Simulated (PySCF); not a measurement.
These compounds are isomers of formula C4H2F3N3.

A. `FC(F)(F)c1cnncn1`
B. `InChI=1S/C4H2F3N3/c5-4(6,7)3-1-8-2-9-10-3/h1-2H`
C. SMILES FC(F)(F)c1ccnnn1

Spectrum 1. ¹H NMR (400 MHz, computed): δ 9.59 (d, 1H), 7.72 (m, 1H). ¹³C{¹H} NMR (computed): δ 155.5 (C), 154.6 (CH), 131.1 (C), 121.4 (CH).

Spectrum 2. ¹H NMR (400 MHz, computed): δ 10.34 (s, 1H), 10.20 (m, 1H). ¹³C{¹H} NMR (computed): δ 162.4 (CH), 155.0 (CH), 153.4 (C), 130.9 (C).

Spectrum 3. ¹H NMR (400 MHz, computed): δ 10.32 (s, 1H), 9.19 (s, 1H). ¹³C{¹H} NMR (computed): δ 164.4 (CH), 159.7 (C, q, J = 37.3 Hz), 153.8 (CH, q, J = 1.6 Hz), 131.3 (C, q, J = 342.3 Hz).

Level of theory: spin–spin couplings from B3LYP/pcJ-1 (spin–dipole term left out of most H,H and C,H couplings), coordinates at the GFN2-xTB level, NMR shieldings at PBE0/pcSseg-1/GIAO, in PySCF (a single conformation, fast rotation and ring inversion assumed for equivalent nuclei, no relativistic terms, isolated molecule).

Chemical shifts δ = σref − σ; ¹H and ¹³C against TMS, all at this level. Multiplet labels drop J under 1 Hz and among equivalent protons, and merge close values. Unscaled 3J(H,H) run several per cent high. Splittings of carbon signals by F and P are missing where no couplings were computed. Where no couplings were computed, multiplicities follow the n + 1 count of equivalent neighbours, and m marks all less simple cases (inequivalent or close neighbours, rings, F or P nearby). One-bond C–F couplings are unscaled and too large by tens of Hz. Shifts are as computed. Against solution values, carbons near 30 ppm lie about +3 ppm off and those near 130 ppm about +5 ppm. Of 1211 compounds with measured shifts, 218 miss one by over three times the rms of a fit or turn the order of signals round; such compounds aren't used in these exercises.

Q: Match each spectrum to its structure.

A: 1–C, 2–A, 3–B.

- Spectrum 1 (C): 4 ¹³C signals; δC 154.6 is an aromatic CH next to a ring nitrogen; δC 131.1 is a CF3 carbon.
- Spectrum 2 (A): 4 ¹³C signals; δC 155.0 is an aromatic CH next to a ring nitrogen; δC 130.9 is a CF3 carbon.
- Spectrum 3 (B): 4 ¹³C signals; δC 153.8 is an aromatic CH next to a ring nitrogen; δC 131.3 is a CF3 carbon.
